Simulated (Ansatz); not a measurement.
# GeH3O (SMILES [O][GeH3]): the energy, rung by rung

GeH3O has 5 atoms, charge 0, and is taken as a doublet. SMILES: `[O][GeH3]`. Geometry: relaxed at PBE0-D4/def2-TZVP.

```xyz
5

O    -1.4439    0.4186    0.7773
Ge    0.0723   -0.0563   -0.0569
H    -0.1622   -0.0912   -1.5747
H     0.5480   -1.4181    0.4715
H     1.0357    1.0734    0.3414
```

Each level gives the energy change with the O1–Ge2 bond stretched from 1.795 to 2.692 Å (eV). The values are calculated.

```tsv
level	kind	program	value (eV)	less FCI/STO-3G	CPU time (all runs)
UHF/STO-3G	Hartree–Fock	Ansatz	1.89	-0.34	1.5 s
UPBE/STO-3G	GGA	Ansatz	3.15	+0.92	50 s
U-r2SCAN/STO-3G	meta-GGA	Ansatz	3.17	+0.94	76 s
UPBE0/STO-3G	global hybrid	Ansatz	3.11	+0.88	25 s
UHSE06/STO-3G	range-separated hybrid	Ansatz	3.11	+0.88	33 s
UB2PLYP/STO-3G	double hybrid	Ansatz	2.95	+0.72	41 s
UMP2/STO-3G	perturbation theory	Ansatz	2.38	+0.15	2 s
UCCSDT(Q)/STO-3G	coupled cluster or CI	Ansatz	2.23	0.00	9.7 s
FCI/STO-3G	exact in the basis	Ansatz	2.23	0.00	4.3 min
```

FCI/STO-3G is exact within its basis and frozen core, so for wave-function methods in that basis the difference is their error; functionals converge differently with the basis, so for them it is only a difference. All-electron rows without a relativistic Hamiltonian named are non-relativistic. The first shape isn't each level's own minimum. The values span 1.89 to 3.17 eV. Spin contamination of the reference (⟨S²⟩ at least 0.1 too high) touches UHF/STO-3G, UPBE/STO-3G, U-r2SCAN/STO-3G, UPBE0/STO-3G, UHSE06/STO-3G, UB2PLYP/STO-3G, UMP2/STO-3G, UCCSDT(Q)/STO-3G. All rows use very small basis sets, so none should be taken for the real molecule's value. In the correlated wave-function rows the outer d shell of Ge is correlated, in sets not made for it. Times are those of the runs behind each value, whatever else they computed, on shared processors of several kinds: orders of magnitude only.
